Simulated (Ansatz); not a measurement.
`COB[O][GaH2]` and `COBS` differ in one atom or group.

Ansatz, PBE0-D4/def2-TZVP geometries, multiplicity 1. Each molecule was computed in one conformer, which needn't be the lowest. `COB[O][GaH2]` holds a close contact that its SMILES doesn't draw: Ga···O 2.19 Å.

Scalar relativity is left out up to krypton.

```csv
property,`COB[O][GaH2]`
size of the dipole moment (ωB97M-V/def2-TZVPP) / D,3.11
HOMO energy (B3LYP/def2-TZVPP) / eV,-8.07
HOMO energy (ωB97M-V/def2-TZVPP) / eV,-10.53
LUMO energy (B3LYP/def2-TZVPP) / eV,-0.67
LUMO energy (ωB97M-V/def2-TZVPP) / eV,1.21
HOMO–LUMO gap (ωB97M-V/def2-TZVPP) / eV,11.74
```

**Question.** Give the same properties after the change, and the shifts. (Best estimate.)

**Answer.** Computed: 
```csv
property,`COBS`,shift
size of the dipole moment (ωB97M-V/def2-TZVPP) / D,2.07,-1.04
HOMO energy (B3LYP/def2-TZVPP) / eV,-7.27,0.80
HOMO energy (ωB97M-V/def2-TZVPP) / eV,-9.71,0.82
LUMO energy (B3LYP/def2-TZVPP) / eV,-0.22,0.45
LUMO energy (ωB97M-V/def2-TZVPP) / eV,1.89,0.68
HOMO–LUMO gap (ωB97M-V/def2-TZVPP) / eV,11.61,-0.13
```

With PBE0 the HOMO rises by 0.75 eV and the LUMO rises by 0.40 eV, so the gap narrows by about 0.35 eV. PBE moves the HOMO by 0.65 eV and ωB97M-V by 0.82 eV. The zero-point energy changes by -23.1 kJ/mol with -6 modes. Dipoles are sizes alone; their direction can turn.

Positive LUMOs are unbound, so they and the gaps depend on the basis.

B3LYP here is the variant with VWN-RPA as its local correlation; programs differ in this.
